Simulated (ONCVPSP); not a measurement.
**What one change does to a pseudopotential (W, ONCV)**

ONCVPSP 4.0.1 input, shortened (lines: element, Z, core and valence counts, functional; n l f; lmax; l rc ep ncon nbas qcut; lloc lpopt rc5 dvloc0; l nproj debl; icmod fcfact rcfact), PBE, scalar-relativistic:

```
  W 74.00   10    4        4      upf
    1    0    2.00
    2    0    2.00
    2    1    6.00
    3    0    2.00
    3    1    6.00
    3    2   10.00
    4    0    2.00
    4    1    6.00
    4    2   10.00
    4    3   14.00
    5    0    2.00
    5    1    6.00
    5    2    4.00
    6    0    1.00
    2
    0    1.95    0.00    3    7    6.50
    1    1.55    0.00    4    9    8.80
    2    2.70    0.00    3    8    4.80
    4    4    1.25    0.00
    0    2    1.60
    1    2    0.60
    2    1    3.00
    3    2.50    1.20
```

In the p channel the program set the typed energies aside and used -1.864, 0.250 Ha.

Change: s: qcut 7.9.

Cutoffs: the cutoffs (Ha) at which the residual kinetic energy of the hardest occupied pseudo-wave falls to 1 and 0.1 mHa per electron; they do not see the model core or the augmentation charge, which bear on the density cutoff. Errors are all-electron minus pseudo energies relative to the spin-unpolarised reference configuration.

Task: Predict the effect on cutoff, ghosts and configuration errors.

Result: The potential gets neither clearly harder nor softer (27 Ha and 32 Ha → 27 Ha and 32 Ha); the p channel sets the loose cutoff, while the largest relative change is in s, which becomes harder; of the 4 tests that both files solve, the error grows in 1 and shrinks in 1 by more than 15 % and 0.3 meV (median size 2.2 → 2.7 meV); neither file shows a bound ghost.

```tsv
quantity	base	changed
cutoff, loose	27 Ha	27 Ha
cutoff, tight	32 Ha	32 Ha
loose cutoff by channel	s 13 Ha, p 27 Ha, d 9.1 Ha	s 19 Ha, p 27 Ha, d 9.1 Ha
bound ghosts	none	none
GHOST(+) flags under 300 eV	d at 264.5 eV	d at 264.5 eV
error for 5s2 5p6 5d4 6s2, meV [ΔE -8.88 eV]	+2.9	+3.7
error for 5s2 5p6 5d4 6s0, meV [ΔE 15.68 eV]	-11	-10
error for 5s2 5p6 5d3 6s0, meV [ΔE 41.06 eV]	-1.3	-0.7
error for 5s2 5p6 5d4 6s1.5, meV [ΔE -5.25 eV]	+1.5	+1.7
s: phases at 1.98 bohr within 0.05 rad from the reference energy up to (Ha; the scan ends near 5)	4.2	to the end of the scan
p: phases at 1.57 bohr within 0.05 rad from the reference energy up to (Ha; the scan ends near 5)	to the end of the scan	to the end of the scan
d: phases at 2.75 bohr within 0.05 rad from the reference energy up to (Ha; the scan ends near 5)	0.4	0.4
rms error of d²Exc/dni dnj with the model core, mHa	3.03	2.87
```
